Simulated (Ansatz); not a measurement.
Ansatz (a program for electronic structure) input (B3LYP/6-31G* with LANL2DZ past Ar): The .json file joins the Basis Set Exchange's 6-31G* for atoms up to Ar and LANL2DZ past it.

Ansatz 0.2 input:
```yaml
crystal:
  periodic: [false, false, false]
  atoms:
    - {symbol: Nb, position_ang: [-0.09112480, 0.05863773, 0.10045795]}
    - {symbol: O, position_ang: [-1.19425188, -1.25912158, -0.34152113]}
    - {symbol: O, position_ang: [-0.22601451, 1.42146991, -1.02791153]}
    - {symbol: F, position_ang: [1.67758310, -0.41143708, 0.75963170]}
basis:
  gaussian:
    orbitals: 6-31Gs+LANL2DZ.json
hamiltonian:
  xc: {name: B3LYP}
total_charge: -1
magnetization: {spin_polarized: true, initial_magnetization: 1}
phonons: {temperatures: {t_min: 298.15, t_max: 298.15, t_step: 100}}
```

Output:

```
Functional definition: B3LYP
integrals: 0.02 GiB planned
731 factors; integrals over basis functions are off by at most 2.5e-4 eV
mean field: 0.32 GiB planned
mean field evaluation 1: about -8340.6936 eV, gradient 4.3e1 eV
mean field evaluation 2: about -8126.5338 eV, gradient 2.1e2 eV
mean field evaluation 4: about -8348.0676 eV, gradient 4.9e0 eV
mean field evaluation 8: about -8348.2189 eV, gradient 2.7e-1 eV
mean field evaluation 16: about -8348.2197 eV, gradient 1.9e-4 eV
mean field -8348.21965391 eV, -306.7914136546 hartree, gradient 4.7e-5 eV, S^2 0.753650; 0 other end points of the search recorded, 0 dependent functions left out
the calculation of the forces begins
reference -8348.21991477 eV, -306.7914232410 hartree; 20, 19 occupied and 47, 48 virtual orbitals, 731 factors
these checks for a lower state are left out or cut short: stability, starts, cluster_reference, orbital_swaps, neighbouring_geometries, increment
integrals: 0.02 GiB planned
731 factors; integrals over basis functions are off by at most 2.5e-4 eV
mean field: 0.32 GiB planned
mean field -8348.21954712 eV, -306.7914097302 hartree, gradient 1.8e-6 eV, S^2 0.753665; 0 other end points of the search recorded, 0 dependent functions left out
the calculation of the forces begins
reference -8348.21980797 eV, -306.7914193162 hartree; 20, 19 occupied and 47, 48 virtual orbitals, 731 factors
these checks for a lower state are left out or cut short: stability, starts, cluster_reference, orbital_swaps, neighbouring_geometries, increment
integrals: 0.02 GiB planned
731 factors; integrals over basis functions are off by at most 2.5e-4 eV
mean field: 0.32 GiB planned
mean field evaluation 32: about -8348.2195 eV, gradient 2.0e-6 eV
mean field -8348.21954686 eV, -306.7914097206 hartree, gradient 2.0e-6 eV, S^2 0.753635; 0 other end points of the search recorded, 0 dependent functions left out
the calculation of the forces begins
reference -8348.21980772 eV, -306.7914193072 hartree; 20, 19 occupied and 47, 48 virtual orbitals, 731 factors
these checks for a lower state are left out or cut short: stability, starts, cluster_reference, orbital_swaps, neighbouring_geometries, increment
integrals: 0.02 GiB planned
731 factors; integrals over basis functions are off by at most 2.5e-4 eV
mean field: 0.32 GiB planned
mean field -8348.21951465 eV, -306.7914085371 hartree, gradient 1.8e-6 eV, S^2 0.753662; 0 other end points of the search recorded, 0 dependent functions left out
the calculation of the forces begins
reference -8348.21977551 eV, -306.7914181235 hartree; 20, 19 occupied and 47, 48 virtual orbitals, 731 factors
these checks for a lower state are left out or cut short: stability, starts, cluster_reference, orbital_swaps, neighbouring_geometries, increment
integrals: 0.02 GiB planned
731 factors; integrals over basis functions are off by at most 2.5e-4 eV
mean field: 0.32 GiB planned
mean field -8348.21951778 eV, -306.7914086521 hartree, gradient 2.2e-6 eV, S^2 0.753638; 0 other end points of the search recorded, 0 dependent functions left out
the calculation of the forces begins
reference -8348.21977864 eV, -306.7914182384 hartree; 20, 19 occupied and 47, 48 virtual orbitals, 731 factors
these checks for a lower state are left out or cut short: stability, starts, cluster_reference, orbital_swaps, neighbouring_geometries, increment
integrals: 0.02 GiB planned
731 factors; integrals over basis functions are off by at most 2.5e-4 eV
mean field: 0.32 GiB planned
mean field -8348.21960158 eV, -306.7914117317 hartree, gradient 2.8e-6 eV, S^2 0.753633; 0 other end points of the search recorded, 0 dependent functions left out
the calculation of the forces begins
reference -8348.21986242 eV, -306.7914213172 hartree; 20, 19 occupied and 47, 48 virtual orbitals, 731 factors
these checks for a lower state are left out or cut short: stability, starts, cluster_reference, orbital_swaps, neighbouring_geometries, increment
integrals: 0.02 GiB planned
731 factors; integrals over basis functions are off by at most 2.5e-4 eV
mean field: 0.32 GiB planned
mean field -8348.21960090 eV, -306.7914117067 hartree, gradient 2.9e-6 eV, S^2 0.753666; 0 other end points of the search recorded, 0 dependent functions left out
the calculation of the forces begins
reference -8348.21986178 eV, -306.7914212939 hartree; 20, 19 occupied and 47, 48 virtual orbitals, 731 factors
these checks for a lower state are left out or cut short: stability, starts, cluster_reference, orbital_swaps, neighbouring_geometries, increment
integrals: 0.02 GiB planned
731 factors; integrals over basis functions are off by at most 2.5e-4 eV
mean field: 0.32 GiB planned
mean field evaluation 64: about -8348.2196 eV, gradient 2.9e-6 eV
mean field -8348.21957888 eV, -306.7914108974 hartree, gradient 2.9e-6 eV, S^2 0.753632; 0 other end points of the search recorded, 0 dependent functions left out
the calculation of the forces begins
reference -8348.21983969 eV, -306.7914204818 hartree; 20, 19 occupied and 47, 48 virtual orbitals, 731 factors
these checks for a lower state are left out or cut short: stability, starts, cluster_reference, orbital_swaps, neighbouring_geometries, increment
integrals: 0.02 GiB planned
731 factors; integrals over basis functions are off by at most 2.5e-4 eV
mean field: 0.32 GiB planned
mean field -8348.21957503 eV, -306.7914107558 hartree, gradient 2.9e-6 eV, S^2 0.753667; 0 other end points of the search recorded, 0 dependent functions left out
the calculation of the forces begins
reference -8348.21983594 eV, -306.7914203440 hartree; 20, 19 occupied and 47, 48 virtual orbitals, 731 factors
these checks for a lower state are left out or cut short: stability, starts, cluster_reference, orbital_swaps, neighbouring_geometries, increment
integrals: 0.02 GiB planned
731 factors; integrals over basis functions are off by at most 2.5e-4 eV
mean field: 0.32 GiB planned
mean field -8348.21964090 eV, -306.7914131766 hartree, gradient 1.4e-6 eV, S^2 0.753645; 0 other end points of the search recorded, 0 dependent functions left out
the calculation of the forces begins
reference -8348.21990177 eV, -306.7914227633 hartree; 20, 19 occupied and 47, 48 virtual orbitals, 731 factors
these checks for a lower state are left out or cut short: stability, starts, cluster_reference, orbital_swaps, neighbouring_geometries, increment
integrals: 0.02 GiB planned
731 factors; integrals over basis functions are off by at most 2.5e-4 eV
mean field: 0.32 GiB planned
mean field -8348.21963996 eV, -306.7914131420 hartree, gradient 2.3e-6 eV, S^2 0.753655; 0 other end points of the search recorded, 0 dependent functions left out
the calculation of the forces begins
reference -8348.21990081 eV, -306.7914227280 hartree; 20, 19 occupied and 47, 48 virtual orbitals, 731 factors
these checks for a lower state are left out or cut short: stability, starts, cluster_reference, orbital_swaps, neighbouring_geometries, increment
integrals: 0.02 GiB planned
731 factors; integrals over basis functions are off by at most 2.5e-4 eV
mean field: 0.32 GiB planned
mean field -8348.21959199 eV, -306.7914113790 hartree, gradient 1.9e-6 eV, S^2 0.753654; 0 other end points of the search recorded, 0 dependent functions left out
the calculation of the forces begins
reference -8348.21985286 eV, -306.7914209660 hartree; 20, 19 occupied and 47, 48 virtual orbitals, 731 factors
these checks for a lower state are left out or cut short: stability, starts, cluster_reference, orbital_swaps, neighbouring_geometries, increment
integrals: 0.02 GiB planned
731 factors; integrals over basis functions are off by at most 2.5e-4 eV
mean field: 0.32 GiB planned
mean field evaluation 96: about -8348.2196 eV, gradient 1.7e-6 eV
mean field -8348.21959105 eV, -306.7914113447 hartree, gradient 1.7e-6 eV, S^2 0.753645; 0 other end points of the search recorded, 0 dependent functions left out
the calculation of the forces begins
reference -8348.21985189 eV, -306.7914209305 hartree; 20, 19 occupied and 47, 48 virtual orbitals, 731 factors
these checks for a lower state are left out or cut short: stability, starts, cluster_reference, orbital_swaps, neighbouring_geometries, increment
integrals: 0.02 GiB planned
731 factors; integrals over basis functions are off by at most 2.5e-4 eV
mean field: 0.32 GiB planned
mean field -8348.21964853 eV, -306.7914134570 hartree, gradient 1.2e-6 eV, S^2 0.753652; 0 other end points of the search recorded, 0 dependent functions left out
the calculation of the forces begins
reference -8348.21990939 eV, -306.7914230435 hartree; 20, 19 occupied and 47, 48 virtual orbitals, 731 factors
these checks for a lower state are left out or cut short: stability, starts, cluster_reference, orbital_swaps, neighbouring_geometries, increment
integrals: 0.02 GiB planned
731 factors; integrals over basis functions are off by at most 2.5e-4 eV
mean field: 0.32 GiB planned
mean field -8348.21964719 eV, -306.7914134076 hartree, gradient 1.8e-6 eV, S^2 0.753647; 0 other end points of the search recorded, 0 dependent functions left out
the calculation of the forces begins
reference -8348.21990804 eV, -306.7914229938 hartree; 20, 19 occupied and 47, 48 virtual orbitals, 731 factors
Total energy: -8348.21991477 eV, -306.7914232410 hartree
Atom 0 at    -0.091125     0.058638     0.100458 Å, force     0.000088    -0.000310    -0.001088 eV/Å
Atom 1 at    -1.194252    -1.259122    -0.341521 Å, force     0.000160     0.000840     0.000178 eV/Å
Atom 2 at    -0.226015     1.421470    -1.027912 Å, force    -0.000355    -0.000585     0.000543 eV/Å
Atom 3 at     1.677583    -0.411437     0.759632 Å, force     0.000107     0.000055     0.000367 eV/Å
Dipole moment:     0.330825    -0.038958     0.314526 e Å
Vibrations: 122.46 192.33 290.56 627.43 915.36 942.26 cm⁻¹, zero-point energy 0.191580 eV
```

The blocks after the first are displaced geometries, from whose forces the wavenumbers follow.

The dipole moment of an ion depends on the origin.
